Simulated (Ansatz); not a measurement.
`[NH2][Cd][F]`. The species carries charge 0 and has multiplicity 1. Correlated methods include outer-core shells of Cd, which these sets cover unevenly. Cd: def2 effective core potential.

```xyz
5

N     0.1453    0.1415   -1.0338
Cd    0.0042   -0.4059    0.8826
F    -0.0618   -1.0748    2.6976
H    -0.7708    0.3426   -1.4202
H     0.6830    0.9966   -1.1262
```

Task: Give the diagnostics of a CCSD(T)/def2-TZVPP run (frozen core, Ansatz). (An estimate is asked.)

Result: The calculation gave: T1 = 0.0159, largest single amplitude 0.039, largest double 0.030, (T) share of the correlation energy 3.0 %, 12 CCSD cycles. The RHF solution is stable towards an unrestricted one. T1 lies under the customary mark of 0.02 for closed shells.
